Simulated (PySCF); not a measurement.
A calculated (r2SCAN, PySCF 2.14, x2c-TZVPPall, scalar relativity by spin-free X2C-1e) atom or ion has these occupied shells.

| shell | electrons | orbital energy (eV) | rms radius, mean of both spins (bohr) |
| --- | --- | --- | --- |
| 1s β | 1 | -37239.2 | 0.0292 |
| 1s α | 1 | -37239.2 | 0.0292 |
| 2s α | 1 | -5904.0 | 0.119 |
| 2s β | 1 | -5903.9 | 0.119 |
| 2p α | 3 | -5296.4 | 0.106 |
| 2p β | 3 | -5296.4 | 0.106 |
| 3s β | 1 | -1252.7 | 0.311 |
| 3s α | 1 | -1252.7 | 0.311 |
| 3p α | 3 | -1056.2 | 0.311 |
| 3p β | 3 | -1056.2 | 0.311 |
| 3d α | 5 | -768.30 | 0.290 |
| 3d β | 5 | -768.29 | 0.290 |
| 4s α | 1 | -247.41 | 0.717 |
| 4s β | 1 | -247.40 | 0.717 |
| 4p α | 3 | -183.51 | 0.763 |
| 4p β | 3 | -183.51 | 0.763 |
| 4d α | 5 | -89.802 | 0.864 |
| 4d β | 5 | -89.800 | 0.864 |
| 5s α | 1 | -33.135 | 1.76 |
| 5s β | 1 | -33.044 | 1.76 |
| 5p α | 3 | -18.049 | 2.07 |
| 5p β | 3 | -17.834 | 2.07 |
| 6s β | 1 | -2.870 | 5.44 |
| 5d α | 1 | -1.816 | 4.11 |

**Question.** Name the element and its charge.

**Answer.** Ba (barium, neutral), in [Xe] 5d1 6s1, 6s spin antiparallel (an excited configuration).
